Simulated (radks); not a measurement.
Q: The tin anion Sn4-, [Xe], held by a Watson sphere: a shell of charge +5.3 at radius R that stands for the Madelung well of a crystal (potential energy -5.3/R inside, -5.3/r outside, in hartree with lengths in bohr). All-electron calculation, scalar-relativistic Kohn-Sham, LB94 model potential, spin-polarised, spherical densities, finite nucleus; Fermi nuclear charge, rms radius of each element as measured or else 0.836 A^(1/3) + 0.57 fm. Program: a radial shooting solver on a logarithmic mesh with Libxc functionals. Response by self-consistent Sternheimer equations with the Hartree and adiabatic LDA kernel, the relativistic mass of each level held fixed and spin-orbit coupling left out. The sphere does not respond.

| R (bohr) | e(4d) (eV) | e(5s) (eV) | e(5p) (eV) | <r> 5p (bohr) | sum of <r^2> (bohr^2) | X-ray form factor at sin(theta)/lambda = 0.1 1/angstrom | alpha (bohr^3) |
|---|---|---|---|---|---|---|---|
| 2.57 | -43.231 | -28.846 | -21.143 | 2.713 | 85.17 | 48.770 | 36.74 |
| 3.3 | -38.844 | -24.158 | -17.626 | 3.101 | 102.5 | 48.100 | 64.71 |
| 3.74 | -37.149 | -22.009 | -15.823 | 3.333 | 113.6 | 47.747 | 90.01 |
| 4.07 | -36.121 | -20.673 | -14.633 | 3.505 | 122.3 | 47.513 | 114.4 |
| 4.41 | -35.212 | -19.503 | -13.542 | 3.680 | 131.6 | 47.301 | 145.3 |
| 4.74 | -34.443 | -18.537 | -12.600 | 3.849 | 141.0 | 47.123 | 181.9 |
| 5.8 | -32.528 | -16.267 | -10.213 | 4.374 | 173.7 | 46.725 | 353.9 |

Estimate the row for R = 4.37 bohr.

A: e(4d) (eV) -35.312; e(5s) (eV) -19.631; e(5p) (eV) -13.664; <r> 5p (bohr) 3.660; sum of <r^2> (bohr^2) 130.5; X-ray form factor at sin(theta)/lambda = 0.1 1/angstrom 47.325; alpha (bohr^3) 141.4.
